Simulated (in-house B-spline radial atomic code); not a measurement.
Configurations of Cl VI (Cl5+), with energies counted from [Ne] 3s2. All numbers are computed (scalar-relativistic (X2C) B3LYP, spin-polarised, spherical fractional occupations, exact exchange averaged over the configuration; Fermi nucleus of rms radius 3.3654 fm) with an all-electron radial atomic-structure program (B-spline basis), not measured. Shells without spins written out take the highest spin.

Occupations are held fixed; configurations that lie above the ionisation limit could autoionise.

| configuration | E - E(ref) (eV) | highest orbital | its <r> (bohr) |
| --- | --- | --- | --- |
| [Ne] 3s1 3d1 | 33.429 | 3d up | 1.459 |
| [Ne] 3s1 4p1 | 55.478 | 4p up | 2.848 |
| [Ne] 3s1 4d1 | 62.544 | 4d up | 3.102 |
| [He] 2s2 2p5 3s2 3d1 | 232.74 | 3d up | 1.354 |
| [He] 2s2 2p5 3s2 4p1 | 257.47 | 4p up | 2.75 |
| [He] 2s1 2p6 3s2 3d1 | 293.61 | 3d up | 1.355 |

(1) Order these further configurations by energy, lowest first.
A. [He] 2s1 2p6 3s2 3p1
B. [He] 2s2 2p5 3s2 4s1
C. [He] 2s1 2p6 3s2 4f1
D. [He] 2s1 2p6 3s2 4p1
E. [Ne] 3s1 3p1

(2) How far above the reference does [He] 2s1 2p6 3s2 4d1 lie?

Answers

(1) E (12.265 eV), B (252.24 eV), A (271.99 eV), D (318.46 eV), C (329.3 eV).

(2) 325.53 eV; its least bound orbital is 4d up with <r> = 2.961 bohr.
